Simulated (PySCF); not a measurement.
## Ag²⁺ (silver, charge +2) across methods

[Kr] 4d8 5p1, one real determinant (an excited configuration). Calculation: PySCF 2.14, in aug-cc-pVDZ-PP with ECP28MDF (5s5p4d2f, 54 functions); scalar relativity through the core potential. The B2PLYP total includes its PT2 part (frozen core); its orbital energies are those of the SCF part.

```csv
method,E (hartree),mean ε 4d α (eV),mean ε 4d β (eV),mean ε 5p α (eV),Σ⟨r²⟩ (bohr²),⟨S²⟩
B2PLYP,-145.1231,-39.509,-37.730,-18.206,33.70,3.751
r2SCAN,-145.3560,-35.464,-33.793,-17.210,33.40,3.751
r2SCANh,-145.3433,-36.350,-34.642,-17.460,33.42,3.751
M06-L,-145.4042,-35.230,-33.612,-16.644,33.33,3.751
TPSSh,-145.2634,-35.829,-34.322,-17.252,33.55,3.751
PBE0,-145.3011,-37.283,-35.606,-17.716,33.55,3.751
PBE,-145.3047,-34.918,-33.376,-17.063,33.55,3.750
UHF,-144.58560,-43.380,-41.215,-19.118,33.99,3.753
LDA,-144.9922,-35.055,-33.402,-17.203,33.55,3.750
```

⟨L²⟩ = 14.02 against 20 for a pure G term, so this real determinant mixes terms. Energies and moments cover only the electrons outside the core potential.
